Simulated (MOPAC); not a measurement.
MOPAC input (PM3):

```
PM3 FORCE THERMO(298,298) PRECISE LET CHARGE=-1 GEO-OK AUX(PRECISION=9) THREADS=1
C4H2FS

F    -2.09895344 1   -0.92241951 1    0.51551960 1
C    -0.89798072 1   -0.38477509 1    0.21733159 1
C    -0.70938909 1    0.90122984 1   -0.22195180 1
S     0.97469102 1    1.14372829 1   -0.47305013 1
C     1.41484559 1   -0.46752658 1    0.00829015 1
C     0.30236241 1   -1.17840391 1    0.35402729 1
H     2.43116927 1   -0.84329435 1    0.02728720 1
H     0.29421058 1   -2.21236256 1    0.69257009 1
```

Output:

```
 *******************************************************************************
 **                                                                           **
 **                              MOPAC v23.2.5                                **
 **                                                                           **
 *******************************************************************************
 ** MOPAC's Digital Object Identifier: https://doi.org/10.5281/zenodo.6511958 **
 **                                                                           **
 ** Please cite the open-source release paper for use of this MOPAC version:  **
 ** J. E. Moussa and J. J. P. Stewart (2026)                                  **
 ** MOPAC: An open-source semiempirical molecular orbital program             **
 ** J. Open Source Softw., 11(119), 8025, https://doi.org/10.21105/joss.08025 **
 *******************************************************************************

                              PM3 CALCULATION RESULTS

 *******************************************************************************
 *  PM3        - The PM3 Hamiltonian to be used
 *  GEO-OK     - OVERRIDE INTERATOMIC DISTANCE AND OTHER SAFETY CHECKS
 *
 *
 *
 *                 CHARGE ON SYSTEM = -1
 *
 *
 *
 *  LET        - OVERRIDE SOME SAFETY CHECKS
 *  PRECISE    - TIGHTER CRITERIA TO BE USED
 *  FORCE      - FORCE CALCULATION SPECIFIED
 *  AUX        - OUTPUT AUXILIARY INFORMATION
 *  THERMO     - THERMODYNAMIC QUANTITIES TO BE CALCULATED
 *******************************************************************************
PM3 FORCE THERMO(298,298) PRECISE LET CHARGE=-1 GEO-OK AUX(PRECISION=9) THREADS=1
 C4H2FS

   ATOM   CHEMICAL          X               Y               Z
  NUMBER   SYMBOL      (ANGSTROMS)     (ANGSTROMS)     (ANGSTROMS)

     1       F         -2.09895344  *  -0.92241951  *   0.51551960  *
     2       C         -0.89798072  *  -0.38477509  *   0.21733159  *
     3       C         -0.70938909  *   0.90122984  *  -0.22195180  *
     4       S          0.97469102  *   1.14372829  *  -0.47305013  *
     5       C          1.41484559  *  -0.46752658  *   0.00829015  *
     6       C          0.30236241  *  -1.17840391  *   0.35402729  *
     7       H          2.43116927  *  -0.84329435  *   0.02728720  *
     8       H          0.29421058  *  -2.21236256  *   0.69257009  *

          CARTESIAN COORDINATES

    NO.       ATOM           X           Y           Z

     1         F         -2.0990     -0.9224      0.5155
     2         C         -0.8980     -0.3848      0.2173
     3         C         -0.7094      0.9012     -0.2220
     4         S          0.9747      1.1437     -0.4731
     5         C          1.4148     -0.4675      0.0083
     6         C          0.3024     -1.1784      0.3540
     7         H          2.4312     -0.8433      0.0273
     8         H          0.2942     -2.2124      0.6926

  H: (PM3): J. J. P. STEWART, J. COMP. CHEM. 10, 209 (1989).
[...]
 EFFECTIVE MASS      8.2676         C 2 -- C 6         +11.1% ( 46.1%)     78.3%
 FORCE CONSTANT      1.2199

 VIBRATION         14    9A'         ATOM PAIR     ENERGY CONTRIBUTION    RADIAL
 FREQUENCY          1477.87         C 2 -- C 6         +25.7% ( 82.4%)     99.6%
 TRANSITION DIPOLE   2.1938         C 2 -- C 3         +24.2% ( 80.0%)     64.2%
 TRAVEL (Ang.)       0.0989         F 1 -- C 2         +16.4% ( 65.8%)     30.8%
 REDUCED MASS        4.6656         C 2 -- S 4         +13.8% ( 60.4%)      1.5%
 EFFECTIVE MASS     12.2331
 FORCE CONSTANT      6.0039

 VIBRATION         15   10A'         ATOM PAIR     ENERGY CONTRIBUTION    RADIAL
 FREQUENCY          1650.25         C 5 -- C 6         +34.3% ( 94.3%)    100.0%
 TRANSITION DIPOLE   1.8346         C 2 -- C 6         +12.5% ( 56.9%)      0.0%
 TRAVEL (Ang.)       0.1010         S 4 -- C 5         +10.4% ( 52.0%)      9.7%
 REDUCED MASS        4.0041         S 4 -- C 6         +10.3% ( 51.8%)     66.3%
 EFFECTIVE MASS     12.3646
 FORCE CONSTANT      6.4248

 VIBRATION         16   11A'         ATOM PAIR     ENERGY CONTRIBUTION    RADIAL
 FREQUENCY          1780.36         C 2 -- C 3         +26.4% ( 82.1%)     82.2%
 TRANSITION DIPOLE   1.9297         F 1 -- C 2         +22.4% ( 75.7%)     93.0%
 TRAVEL (Ang.)       0.0878         C 2 -- C 6         +20.5% ( 72.4%)      9.7%
 REDUCED MASS        4.9123         C 2 -- S 4         +16.6% ( 65.1%)     99.0%
 EFFECTIVE MASS     12.4251
 FORCE CONSTANT      9.1738

 VIBRATION         17   12A'         ATOM PAIR     ENERGY CONTRIBUTION    RADIAL
 FREQUENCY          3131.01         C 6 -- H 8         +91.1% ( 97.6%)    100.0%
 TRANSITION DIPOLE   0.2204         C 5 -- H 7          +4.6% ( 21.9%)     99.8%
 TRAVEL (Ang.)       0.1595         C 2 -- C 6          +1.4% ( 12.3%)     29.9%
 REDUCED MASS        0.8466         S 4 -- C 6          +1.4% ( 12.2%)     94.4%
 EFFECTIVE MASS      1.5043
 FORCE CONSTANT      4.8901

 VIBRATION         18   13A'         ATOM PAIR     ENERGY CONTRIBUTION    RADIAL
 FREQUENCY          3169.47         C 5 -- H 7         +92.3% ( 97.5%)    100.0%
 TRANSITION DIPOLE   0.3699         C 6 -- H 8          +4.4% ( 21.4%)     99.8%
 TRAVEL (Ang.)       0.1585         C 5 -- C 6          +1.7% ( 13.1%)     66.2%
 REDUCED MASS        0.8470         S 4 -- C 5          +1.3% ( 11.8%)     26.2%
 EFFECTIVE MASS      1.5417
 FORCE CONSTANT      5.0129

      SYMMETRY NUMBER FOR POINT-GROUP Cs  =  1

          SYSTEM IS A GROUND STATE

 C4H2FS

          MOLECULE IS NOT LINEAR

          THERE ARE 18 GENUINE VIBRATIONS IN THIS SYSTEM
          THIS THERMODYNAMICS CALCULATION IS LIMITED TO
          MOLECULES WHICH HAVE NO INTERNAL ROTATIONS

                    CALCULATED THERMODYNAMIC PROPERTIES
                                          *
   TEMP. (K)   PARTITION FUNCTION   H.O.F.    ENTHALPY  HEAT CAPACITY ENTROPY
                                   KCAL/MOL   CAL/MOLE    CAL/K/MOL  CAL/K/MOL

 298.00  VIB.     0.2561D+01                  1254.9522    11.4535     6.0803
         ROT.     0.1471D+06                   888.2803     2.9808    26.6260
         INT.     0.3767D+06                  2143.2325    14.4343    32.7063
         TRA.     0.9830D+27                  1480.4672     4.9680    39.7489
         TOT.                       -6.816    3623.6996    19.4023    72.4552

   *: NOTE: HEATS OF FORMATION ARE RELATIVE TO THE
            ELEMENTS IN THEIR STANDARD STATE AT 298K
              (=  Standard Enthalpy of Formation).

            Hvib:  Zero-point energy is not included.
                   frequencies of less than zero cm-1 are not included.
            Hrot = (3/2)RT
            Htra = (3/2)RT + pV = (5/2)RT

            Heat capacity is Cp, not Cv

          For more information, see: HTTP://OpenMOPAC.net/Manual/thermochemistry.html

           FORCE CONSTANT IN CARTESIAN COORDINATES (Millidynes/A)

    ATOM   CHEMICAL       X               Y               Z
   NUMBER   SYMBOL  FORCE CONSTANT  FORCE CONSTANT  FORCE CONSTANT

      1       F       10.126261        0.953084        0.273992
      2       C       15.765624       10.137864        1.852742
      3       C        5.453338        7.280151        0.753086
      4       S        3.686284        3.589635        0.562580
      5       C       13.203411        7.108374        1.628264
      6       C       12.817213       11.321574        2.080696
      7       H        2.984711        3.182167        0.293310
      8       H        1.663517        4.446158        0.327154

 **********************
 *                    *
 * JOB ENDED NORMALLY *
 *                    *
 **********************

 == MOPAC DONE ==
```

The dipole moment of an ion depends on the origin.
